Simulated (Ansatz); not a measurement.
## RbI (SMILES [Rb][I]): the energy, rung by rung

The species is RbI (2 atoms), meant as a singlet with charge 0. SMILES: `[Rb][I]`. Geometry: the measured bond length.

| atom | x (Å) | y (Å) | z (Å) |
| --- | --- | --- | --- |
| Rb | 0.0000 | 0.0000 | 0.0000 |
| I | 0.0000 | 0.0000 | 3.1769 |

Each level gives the energy change with the Rb1–I2 bond stretched from 3.177 to 4.765 Å (eV). The values are calculated.

```json
{"level": "SVWN5/STO-3G (restricted)", "kind": "LDA", "program": "Ansatz", "value (eV)": "2.37", "less FCI/STO-3G": "+0.01", "CPU time (all runs)": "3.9 s"}
{"level": "revPBE/STO-3G (restricted)", "kind": "GGA", "program": "Ansatz", "value (eV)": "2.10", "less FCI/STO-3G": "-0.26", "CPU time (all runs)": "6.6 s"}
{"level": "r2SCAN/STO-3G (restricted)", "kind": "meta-GGA", "program": "Ansatz", "value (eV)": "2.25", "less FCI/STO-3G": "-0.11", "CPU time (all runs)": "19 s"}
{"level": "PBE0/STO-3G (restricted)", "kind": "global hybrid", "program": "Ansatz", "value (eV)": "2.36", "less FCI/STO-3G": "0.00", "CPU time (all runs)": "7 s"}
{"level": "wB97M-V/STO-3G (restricted)", "kind": "range-separated hybrid", "program": "Ansatz", "value (eV)": "2.56", "less FCI/STO-3G": "+0.20", "CPU time (all runs)": "88 s"}
{"level": "B2PLYP/STO-3G (restricted)", "kind": "double hybrid", "program": "Ansatz", "value (eV)": "2.40", "less FCI/STO-3G": "+0.04", "CPU time (all runs)": "10 s"}
{"level": "RPA@PBE/STO-3G (restricted)", "kind": "RPA", "program": "Ansatz", "value (eV)": "2.02", "less FCI/STO-3G": "-0.34", "CPU time (all runs)": "10 s"}
{"level": "MP2/STO-3G (restricted)", "kind": "perturbation theory", "program": "Ansatz", "value (eV)": "2.35", "less FCI/STO-3G": "-0.01", "CPU time (all runs)": "1.8 s"}
{"level": "CCSD/STO-3G (restricted)", "kind": "coupled cluster or CI", "program": "Ansatz", "value (eV)": "2.36", "less FCI/STO-3G": "0.00", "CPU time (all runs)": "2 s"}
{"level": "FCI/STO-3G", "kind": "exact in the basis", "program": "Ansatz", "value (eV)": "2.36", "less FCI/STO-3G": "0.00", "CPU time (all runs)": "13 s"}
```

FCI/STO-3G is exact within its basis and frozen core, so for wave-function methods in that basis the difference is their error; functionals converge differently with the basis, so for them it is only a difference. All-electron rows without a relativistic Hamiltonian named are non-relativistic. The first shape isn't each level's own minimum. The values span 2.02 to 2.56 eV. All rows use very small basis sets, so none should be taken for the real molecule's value. In the correlated wave-function rows the outer d shell of I is correlated, in sets not made for it. CPU times are rough (shared hosts, several kinds of processor and program).
